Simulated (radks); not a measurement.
Question: Radial electron density D(r) = 4 pi r^2 rho(r) of an atom or ion with 16 electrons. Method: Dirac Kohn-Sham, BLYP, spin-unpolarised, spherical densities, finite nucleus; Fermi nuclear charge, rms radius of each element as measured or else 0.836 A^(1/3) + 0.57 fm; computed with a radial shooting solver on a logarithmic mesh with Libxc functionals.

| r (bohr) | D(r) (e/bohr) |
|---|---|
| 0.004207 | 8.529 |
| 0.005263 | 12.03 |
| 0.006531 | 16.43 |
| 0.008171 | 22.13 |
| 0.01014 | 28.59 |
| 0.01269 | 35.86 |
| 0.01587 | 42.83 |
| 0.0197 | 48.08 |
| 0.02465 | 50.71 |
| 0.03059 | 49.89 |
| 0.03827 | 46.36 |
| 0.0475 | 42.93 |
| 0.05942 | 42.96 |
| 0.07375 | 48.18 |
| 0.09226 | 56.07 |
| 0.1145 | 59.03 |
| 0.1433 | 51.20 |
| 0.1778 | 35.61 |
| 0.2224 | 22.02 |
| 0.2761 | 18.70 |
| 0.3454 | 20.32 |
| 0.4286 | 17.28 |
| 0.5363 | 9.083 |
| 0.6656 | 2.817 |
| 0.8327 | 0.4292 |
| 1.033 | 0.03294 |
| 1.293 | 0.0008601 |

What is the nuclear charge?

Answer: Z = 40. The innermost maximum, from 1s, lies near gamma/Z bohr with gamma = sqrt(1 - (Z/c)^2) = 0.956, here 0.0239 bohr (found: 0.0261), and its height grows with Z. The density is that of the zirconium ion Zr24+ in [Ne] 3s2 3p4; the configuration itself is not fixed sharply by these data, and Z only to a few units. D(r) has 3 maxima, at r = 0.0261, 0.111, 0.348 bohr, and minima at 0.0531, 0.267 bohr, inside which lie 2.07, 10.49 electrons.
